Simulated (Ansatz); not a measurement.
Basis-set series for C$_{3}$H$_{9}$AlS. The species carries charge 0 and has multiplicity 1. The bonds changed during the relaxation, so this is another structure than the one it started from. Geometry: relaxed with PBE0-D4/def2-TZVP. It is one conformer, not always the lowest.

Z-matrix (Å, degrees):
```
C
C 1 1.514
H 1 1.092 2 111.5
H 1 1.092 2 111.0 3 -120.8
H 1 1.092 2 109.9 3 119.6
S 2 1.813 1 110.5 3 58.0
H 2 1.093 1 111.6 3 -60.8
H 2 1.092 1 111.2 3 177.8
Al 6 2.418 2 100.4 1 109.4
C 6 1.846 2 100.8 1 163.1
H 9 1.585 6 113.0 2 -156.2
H 9 1.589 6 106.8 2 -16.8
H 10 1.089 6 107.3 2 147.4
H 10 1.088 6 109.2 2 28.2
```

```tsv
functional	basis	functions	energy (Eh)	HOMO (eV)	LUMO (eV)
PBE0-D4	def2-TZVPP	303	-760.02021	-6.74	-0.14
PBE0-D4	def2-QZVPP	581	-760.04673	-6.75	-0.29
ωB97M-V	def2-TZVPP	303	-760.29767	-8.90	1.36
ωB97M-V	def2-QZVPP	581	-760.32333	-8.91	0.91
```

(1) Give the rows for def2-SVP. (Best estimate.)

## Answers

(1) Computed: 
```tsv
functional	basis	functions	energy (Eh)	HOMO (eV)	LUMO (eV)
PBE0-D4	def2-SVP	123	-759.66421	-6.77	0.07
ωB97M-V	def2-SVP	123	-759.93394	-8.90	1.73
```

Positive LUMOs are unbound and depend on the basis.
